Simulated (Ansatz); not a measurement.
# Redistribution: C4H10 + CH2BrI → C3H7I + C2H5Br

Species: C4H10 (butane) `CCCC`, singlet; CH2BrI (bromoiodomethane) `BrCI`, singlet; C3H7I `CCCI`, singlet; C2H5Br (bromoethane) `CCBr`, singlet. The partners trade CH3 for I; both sit on C, so the bond types are kept.

Shapes, held fixed at every level: PBE0-D4/def2-TZVP. Flexible molecules stand in one conformer, not always the lowest. Programs: Ansatz 0.2.0. Electronic energies: no zero-point or thermal term.

Estimate ΔE of this reaction.

The highest level, CCSD(T)/def2-TZVPP, gives ΔE = -29.9 kJ/mol; the levels span -32.5 to -27.1. The column of differences is taken from that level and isn't an error. No measured value is set beside it here. For atoms past krypton def2 sets carry core potentials with scalar relativity. Relativity is left out for Br unless named. Correlated rows may include outer-core shells of Br, I, which these sets cover unevenly.

| level | kind | ΔE (kJ/mol) | less CCSD(T)/def2-TZVPP |
| --- | --- | --- | --- |
| HF/def2-TZVPP | Hartree–Fock | -32.5 | -2.6 |
| PBE-D4/def2-TZVPP | GGA | -27.1 | +2.8 |
| r2SCAN-D4/def2-TZVPP | meta-GGA | -30.2 | -0.3 |
| B3LYP-D4/def2-TZVPP | global hybrid | -28.5 | +1.4 |
| PBE0-D4/def2-TZVPP | global hybrid | -29.2 | +0.7 |
| wB97X-V/def2-TZVPP | range-separated hybrid | -28.7 | +1.2 |
| MP2/def2-TZVPP | perturbation theory | -30.2 | -0.3 |
| CCSD(T)/def2-TZVPP | coupled cluster or CI | -29.9 | 0.0 |
